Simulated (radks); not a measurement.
Excited configurations of Er2+: one electron is placed in a higher orbital outside [Xe] 4f11. The ground configuration is [Xe] 4f12. Calculated with a radial shooting solver on a logarithmic mesh with Libxc functionals: Dirac Kohn-Sham, BLYP, spin-unpolarised, spherical densities, point nucleus; open shells fill j = l - 1/2 first. Excitation = E - E(ground); binding = E(ion) - E, where the ion is the core of charge +3; n* = 3/sqrt(2 binding) in atomic units, and the quantum defect is n - n*.

outer orbital  excitation (eV)  binding (eV)     n*  eigenvalue (eV)
5f5/2                   17.544         7.877  3.943           -6.110
6s1/2                    4.891        20.530  2.442          -17.080
6p1/2                    9.412        16.009  2.766          -13.141
6d3/2                   15.777         9.645  3.563           -7.946
6f5/2                   20.052         5.369  4.776           -4.366
7d3/2                   19.338         6.084  4.486           -5.076
7f5/2                   21.575         3.846  5.643           -3.208

The Delta-SCF ionisation energy is 25.421 eV (NIST Atomic Spectra Database: 22.70 eV, semi-empirical). Self-interaction in the functional shifts the binding energies and quantum defects, so they are the method's values and not measured ones. Spin polarisation and multiplet splitting are left out, so open shells lie too high by an amount that depends on their filling.

Beside tabulated values, note that spin-unpolarised runs miss the spin-polarisation part of the exchange energy of open shells.
